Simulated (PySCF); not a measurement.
# Field gradients at the hydrogen positions

Compound: C7H17P.
Atom-mapped SMILES: `[CH3:1][CH2:2][CH2:3][CH2:4][P:5]([CH3:6])[CH2:7][CH3:8]` (hydrogens: H9, H10, H11 on C1; H12, H13 on C2; H14, H15 on C3; H16, H17 on C4; H18, H19, H20 on C6; H21, H22 on C7; H23, H24, H25 on C8)

Cartesian coordinates in Å at the GFN2-xTB level; atoms count from 1:
```
atom  x, y, z in Å
C1     4.0351    0.2925    0.5495
C2     2.8143   -0.2785   -0.1618
C3     1.5133    0.1569    0.5089
C4     0.2879   -0.4132   -0.1972
P5    -1.2908    0.0430    0.6855
C6    -1.4493    1.7882    0.0813
C7    -2.4620   -0.7678   -0.5215
C8    -3.9180   -0.5409   -0.1392
H9     4.0056    1.3802    0.5446
H10    4.0636   -0.0437    1.5837
H11    4.9507   -0.0281    0.0579
H12    2.8713   -1.3697   -0.1626
H13    2.8117    0.0535   -1.2033
H14    1.5119   -0.1750    1.5501
H15    1.4607    1.2482    0.5117
H16    0.3485   -1.5056   -0.2039
H17    0.2489   -0.0692   -1.2358
H18   -2.4291    2.1723    0.3573
H19   -1.3253    1.8459   -0.9997
H20   -0.6970    2.4047    0.5686
H21   -2.2677   -0.3948   -1.5316
H22   -2.2433   -1.8390   -0.5074
H23   -4.1676    0.5171   -0.1760
H24   -4.1037   -0.8991    0.8711
H25   -4.5808   -1.0712   -0.8209
```

Level: PBE0/pcSseg-1 (PySCF, non-relativistic); Q(2H) = 0.00286 b; rigid geometry, the same for H and D, with no vibrational averaging.

Task: What are Vzz, η and χzz (234.96 MHz × Q × Vzz) at all hydrogens?

Result: 
```json
{"atom": "H9", "bonded to": "C1", "bond length (Å)": "1.088", "Vzz (au)": "0.3147", "η": "0.02", "χzz (kHz)": "212"}
{"atom": "H10", "bonded to": "C1", "bond length (Å)": "1.088", "Vzz (au)": "0.3147", "η": "0.02", "χzz (kHz)": "212"}
{"atom": "H11", "bonded to": "C1", "bond length (Å)": "1.088", "Vzz (au)": "0.3167", "η": "0.01", "χzz (kHz)": "213"}
{"atom": "H12", "bonded to": "C2", "bond length (Å)": "1.093", "Vzz (au)": "0.3032", "η": "0.02", "χzz (kHz)": "204"}
{"atom": "H13", "bonded to": "C2", "bond length (Å)": "1.093", "Vzz (au)": "0.3027", "η": "0.02", "χzz (kHz)": "203"}
{"atom": "H14", "bonded to": "C3", "bond length (Å)": "1.093", "Vzz (au)": "0.3008", "η": "0.02", "χzz (kHz)": "202"}
{"atom": "H15", "bonded to": "C3", "bond length (Å)": "1.093", "Vzz (au)": "0.3036", "η": "0.04", "χzz (kHz)": "204"}
{"atom": "H16", "bonded to": "C4", "bond length (Å)": "1.094", "Vzz (au)": "0.3039", "η": "0.02", "χzz (kHz)": "204"}
{"atom": "H17", "bonded to": "C4", "bond length (Å)": "1.095", "Vzz (au)": "0.3028", "η": "0.02", "χzz (kHz)": "203"}
{"atom": "H18", "bonded to": "C6", "bond length (Å)": "1.088", "Vzz (au)": "0.3184", "η": "0.01", "χzz (kHz)": "214"}
{"atom": "H19", "bonded to": "C6", "bond length (Å)": "1.090", "Vzz (au)": "0.3145", "η": "0.00", "χzz (kHz)": "211"}
{"atom": "H20", "bonded to": "C6", "bond length (Å)": "1.088", "Vzz (au)": "0.3186", "η": "0.01", "χzz (kHz)": "214"}
{"atom": "H21", "bonded to": "C7", "bond length (Å)": "1.094", "Vzz (au)": "0.3037", "η": "0.02", "χzz (kHz)": "204"}
{"atom": "H22", "bonded to": "C7", "bond length (Å)": "1.093", "Vzz (au)": "0.3051", "η": "0.02", "χzz (kHz)": "205"}
{"atom": "H23", "bonded to": "C8", "bond length (Å)": "1.088", "Vzz (au)": "0.3153", "η": "0.03", "χzz (kHz)": "212"}
{"atom": "H24", "bonded to": "C8", "bond length (Å)": "1.088", "Vzz (au)": "0.3129", "η": "0.02", "χzz (kHz)": "210"}
{"atom": "H25", "bonded to": "C8", "bond length (Å)": "1.089", "Vzz (au)": "0.3146", "η": "0.02", "χzz (kHz)": "211"}
```

The structure is a single GFN2-xTB conformer in the gas phase; no vibrational or solvent corrections. GFN2-xTB bond lengths can be off by several hundredths of an ångström, more for odd bonds, and the gradients follow them. These gradients aren't converged with respect to the basis.
